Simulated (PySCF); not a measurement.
Computed IR spectrum (relative IR intensity) of a molecule H₈OSi₃. Geometry optimised at PBE0-D3(BJ)/def2-SVP. Other conformers were not sampled. Calculation: PBE0-D3(BJ)/def2-SVP in PySCF. Frequencies are harmonic and unscaled.

Lines under 2 % of the strongest are left out, and lines within 2 cm⁻¹ are merged.

ν (cm⁻¹): 155 (w), 229 (s), 408 (w), 517 (vw), 520 (w), 549 (vw), 718 (s), 766 (m), 836 (vs), 858 (vs), 890 (w), 926 (w), 931 (m), 938 (m), 2207 (m), 2211 (m), 2218 (m), 2228 (s), 2237 (s), 3926 (m) (against the strongest line: vs over 80 %, s over 45 %, m over 15 %, w over 4 %, vw less)

Q: Which molecule gave these data?
A. [SiH3]O[SiH2][SiH3]
B. O[SiH2][SiH2][SiH3]
C. O[SiH]([SiH3])[SiH3]

A: C, O[SiH]([SiH3])[SiH3]
